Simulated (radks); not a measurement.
The numbers below are computed, except where a source is named.
The mean radii <r> (bohr) of the occupied orbitals of an atom or ion are listed with their occupations. Code: a radial shooting solver on a logarithmic mesh with Libxc functionals. Model: non-relativistic Kohn-Sham, OLYP, spin-polarised, spherical densities, point nucleus.

| orbital | occ. | <r> |
|---|---|---|
| 1s down | 1 | 0.06706 |
| 1s up | 1 | 0.06706 |
| 2s up | 1 | 0.3109 |
| 2s down | 1 | 0.3104 |
| 2p up | 3 | 0.2750 |
| 2p down | 3 | 0.2745 |
| 3s up | 1 | 0.9418 |
| 3s down | 1 | 0.9439 |
| 3p up | 3 | 0.9918 |
| 3p down | 3 | 0.9969 |
| 3d up | 2 | 1.161 |

Name the element and its charge. Open shells, if any, are filled with parallel spins first.

Answer. Z = 23, vanadium, charge +3: V3+ in [Ar] 3d2. The 1s radius gives Z: for a bare nucleus <r> = 1.5/Z, 0.06522 bohr for Z = 23, and screening makes it slightly larger (0.06706 here). The occupations add up to 20, and the charge is Z minus that.
